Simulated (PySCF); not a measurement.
BH3O3, SMILES B(O)(O)O. The structure is a stationary point at PBE-D3(BJ)/def2-SVP. One conformer was computed; it need not be the lowest.

Computed equilibrium geometry at PBE-D3(BJ)/def2-SVP (PySCF confirms it by a frequency run) as Cartesian coordinates in Å, and its point group (one conformer of several):
point group Cs.
```xyz
7

O     -0.6435    -1.2345     0.0000
B     -0.0309    -0.0083     0.0000
O      1.3550     0.0337     0.0000
O     -0.8623     1.0903     0.0000
H      0.0236    -1.9421     0.0000
H      1.7308     0.9288     0.0000
H     -0.3929     1.9391     0.0000
```
Charge 0, spin multiplicity 1.
